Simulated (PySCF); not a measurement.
Compound: C3H4BF2N.
Atom-mapped SMILES: `[H]/[N:1]=[CH:2]\[CH:3]=[CH:4]\[B:5]([F:6])[F:7]` (hydrogens: H8 on N1; H9 on C2; H10 on C3; H11 on C4)

A GFN2-xTB structure was refined with PBE0-D3(BJ)/def2-SVP geometry optimisation, gas phase in PySCF. Its GFN2-xTB values:

```csv
coordinate,GFN2-xTB
N1=C2,1.226 Å
N1–H8,1.050 Å
C2–C3,1.445 Å
C2–H9,1.088 Å
C3=C4,1.381 Å
C3–H10,1.079 Å
C4–B5,1.513 Å
C4–H11,1.104 Å
B5–F6,1.312 Å
N1–C2–C3,126.8°
C2–C3–C4,124.8°
C3–C4–B5,124.4°
C4–B5–F6,123.0°
F6–B5–F7,113.6°
C3–C4–B5–F6,180°
```

Q: How do these coordinates change at the PBE0-D3(BJ)/def2-SVP level?

A: 
| coordinate | PBE0-D3(BJ)/def2-SVP (Å or °) | change |
| --- | --- | --- |
| N1=C2 | 1.272 | +0.046 |
| C4–B5 | 1.548 | +0.035 |
| C3=C4 | 1.346 | -0.035 |
| N1–H8 | 1.028 | -0.022 |
| C2–C3 | 1.465 | +0.020 |
| C3–H10 | 1.098 | +0.019 |
| C2–H9 | 1.104 | +0.016 |
| C4–H11 | 1.096 | -0.008 |
| B5–F6 | 1.320 | +0.008 |
| F6–B5–F7 | 117.2 | +3.6 |
| C3–C4–B5 | 121.6 | -2.8 |
| C4–B5–F6 | 121.6 | -1.4 |
| C2–C3–C4 | 123.9 | -0.9 |
| N1–C2–C3 | 126.4 | -0.4 |
| C3–C4–B5–F6 | 178 | -2 |

The energy falls by 5.0 kcal/mol over 11 energy and gradient evaluations, the largest force component goes from 0.0625 to 2.0e-04 Eh/bohr, and the atoms move by 0.047 Å rms after alignment. The bond that changes most is N1=C2 (imine nitrogen to imine carbon), which lengthens by 0.046 Å. Bonds longer at the end by more than 0.005 Å: 6 of 10; shorter: 3. Rotational constants go from 8775, 1062, 947.0 to 8481, 1071, 951.1 MHz.

The run used 118 basis functions and 78 SCF cycles in all.

Stationary, but not proved a minimum. The numbers are those of one conformer.

Conformer computed: `[H]/[N:1]=[CH:2]\[CH:3]=[CH:4]\[B:5]([F:6])[F:7]`: N1–C2–C3–C4 179°, C3–C4–B5–F6 178°.
